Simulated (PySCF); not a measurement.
Work out the structure from these simulated measurements.

Formula: C9H10O.

- Polarisability: 111.1 au [CAM-B3LYP/def2-SVPD]
- 13C NMR: chemical shifts (computed TMS as zero) by class: 164.8 (1 C), 142.0 (1 C), 135.6 (2 C), 125.2 (1 C), 124.8 (1 C), 118.4 (2 C), 70.3 (1 C) ppm [GIAO B3LYP/pcSseg-1]
- Valence photoelectron: vertical ionisation energy: 8.24 eV [ΔSCF CAM-B3LYP/def2-SVPD]
- Rotational structure: rotational constants A, B, C: 3.534, 0.725, 0.650 GHz [PBE0-D3(BJ)/def2-SVP]
- Triplet: lowest triplet excitation (Tamm–Dancoff): 4.00 eV [TDA CAM-B3LYP/def2-SVPD]
- Dipole: 1.28 D [CAM-B3LYP/def2-SVPD]

The electronic properties come from PySCF, for the isolated species, density fitting. Levels stand in brackets. The structure is a single PBE0-D3(BJ)/def2-SVP conformer in the gas phase; no vibrational or solvent corrections. NMR classes are plain means over equivalent atoms (diastereotopic ones count apart unless rotation or inversion swaps them), as if these changed places fast.

Question: Give a SMILES that accounts for the data.

Answer: Numbering: `[CH2:1]=[CH:2][CH2:3][O:4][c:5]1[cH:6][cH:7][cH:8][cH:9][cH:10]1`. Its formula, C9H10O, gives 5 degrees of unsaturation: 1 ring and 4 π bonds in the structure found (Kekulé form). 9 carbons fall into 7 classes; from least to most shielded: aromatic carbon bearing oxygen [C5] (164.8 ppm), alkene CH carbon [C2] (142.0 ppm), aromatic CH carbon [C7/C9] (135.6 ppm, 2 C), aromatic CH carbon [C8] (125.2 ppm), terminal =CH2 carbon [C1] (124.8 ppm), aromatic CH carbon [C6/C10] (118.4 ppm, 2 C, up to 10.8 ppm apart in this geometry), chain sp3 carbon bound to oxygen [C3] (70.3 ppm). The first electron is taken from the HOMO, whose largest Löwdin shares are 0.20 on the aryl ether oxygen, 0.20 on an aromatic CH carbon, 0.15 on the aromatic carbon bearing oxygen and 0.12 on an aromatic CH carbon. The optimised geometry has point group C1 and is an asymmetric top. Structure: `C=CCOc1ccccc1`. Computed isomers that give other values at the same levels: `C=Cc1ccc(CO)cc1` (rotational constant A: 4.466 GHz; this holds for the one conformer computed); `CO/C=C/c1ccccc1` (13C chemical shifts (computed TMS as zero) by class: 155.4 (1 C), 142.3 (1 C), 134.5 (2 C), 130.7 (1 C), 129.0 (2 C), 107.3 (1 C), 55.1 (1 C) ppm); `CCc1cccccc1=O` (rotational constant A: 2.280 GHz; this holds for the one conformer computed). The assignments are read from this structure; whether some other isomer fits the data as well wasn't checked.

Shape of the structure used: `[CH2:1]=[CH:2][CH2:3][O:4][c:5]1[cH:6][cH:7][cH:8][cH:9][cH:10]1`: C1–C2–C3–O4 128°, C2–C3–O4–C5 79°, C3–O4–C5–C6 2°.
